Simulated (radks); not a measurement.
The numbers below are computed, except where a source is named.
The aluminium ion Al+ inside a hard spherical wall (all orbitals vanish at R), configuration held at [Ne] 3s2 and not refilled when levels cross. Code: a radial shooting solver on a logarithmic mesh with Libxc functionals. Model: scalar-relativistic Kohn-Sham, r2SCAN, spin-unpolarised, spherical densities, finite nucleus; meta-GGA in the generalised Kohn-Sham scheme; Fermi nuclear charge, rms radius 3.061 fm. Eigenvalues in eV, with the zero of energy where the potential of the charges vanishes at infinity; a dash marks a level that is unbound or too diffuse for the functional's potential to be trusted. A positive occupied level is held by the wall or, in an anion where self-interaction has pushed it up, behind a barrier. The pressure on the wall is -dE/dV.

| R (bohr) | E (hartree) | kinetic (hartree) | e(1s) | e(2s) | e(2p) | e(3s) | e(3p, empty) | e(4s, empty) | pressure (GPa) |
|---|---|---|---|---|---|---|---|---|---|
| free | -242.57458 | 243.043 | -1529.9 | -120.11 | -79.812 | -14.962 | -8.863 | - | 0 |
| 20 | -242.57458 | 243.043 | -1529.9 | -120.11 | -79.812 | -14.962 | -8.863 | - | < 0.0001 |
| 12 | -242.57458 | 243.043 | -1529.9 | -120.11 | -79.812 | -14.962 | -8.863 | -1.678 | < 0.0001 |
| 10 | -242.57458 | 243.043 | -1529.9 | -120.11 | -79.811 | -14.962 | -8.861 | -1.382 | 0.000183 |
| 6 | -242.56880 | 243.095 | -1529.6 | -119.82 | -79.523 | -14.741 | -8.421 | 3.810 | 0.634 |
| 3.5 | -242.26580 | 244.396 | -1524.4 | -115.15 | -74.860 | -8.648 | 0.116 | 43.401 | 91.2 |
| 3 | -241.89947 | 245.582 | -1520.8 | -112.23 | -71.942 | -2.488 | 7.657 | 71.672 | 280 |
| 2.5 | -241.03677 | 248.088 | -1514.8 | -107.58 | -67.236 | 11.021 | 22.932 | 123.99 | 989 |
| 2 | -238.72931 | 254.397 | -1501.9 | -98.892 | -58.150 | 44.511 | 57.535 | 232.26 | 4450 |
